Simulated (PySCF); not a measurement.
Level of theory: PySCF 2.14.0 with ωB97X-D3(BJ)/def2-TZVP // PBE0-D3(BJ)/def2-TZVP. Isolated molecules, 0 K electronic values unless said otherwise. 

Reference species (SMILES): `[BH]I` (neutral, multiplicity 2).

- dipole moment = 0.52 D

Changed species: `I[B]I` (radical fragment; the reference has radical fragment).

**Question.** What does the change do to the dipole moment?

**Answer.** the dipole moment increases by 0.06 D, to 0.58 D.
